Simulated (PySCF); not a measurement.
## ZnSi⁻ from Hartree–Fock to correlated methods

State: ⁴Σ⁻ (quartet), unpaired electrons σ ↑, π ↑↑. Set-up: Zn def2-SVPD, Si def2-SVPD; no relativity (PySCF 2.14). De refers to Zn + Si⁻ in their high-spin ground configurations, without counterpoise correction. The functionals are run spin-unrestricted. A positive dipole points towards Si; it is taken about the centre of mass and depends on that origin.

| Level | Re (Å) | ωe (cm⁻¹) | De (eV) | μ (D) |
| --- | --- | --- | --- | --- |
| UHF | 2.747 | 143 | n/a | -2.84 |
| UHF-MP2 | 2.480 | 221 | n/a | n/a |
| UHF-SCS-MP2 | 2.515 | 206 | n/a | n/a |
| PBE | 2.452 | 244 | n/a | -2.17 |
| revPBE | 2.477 | 234 | n/a | -2.30 |
| r²SCAN | 2.420 | 257 | n/a | -2.31 |
| M06-L | 2.472 | 237 | n/a | -2.23 |
| PBE0 | 2.468 | 236 | n/a | -2.35 |
| MN15 | 2.468 | 229 | n/a | -1.74 |

The bond length runs from 2.420 Å (r²SCAN) to 2.747 Å (UHF).

Correlated steps freeze 10 core orbitals. The highest Kohn–Sham level is positive in this anion. Much of that is self-interaction error, but it also means that the finite basis helps to hold the extra electron. The state was picked by a PBE0 search and need not be the measured ground state.
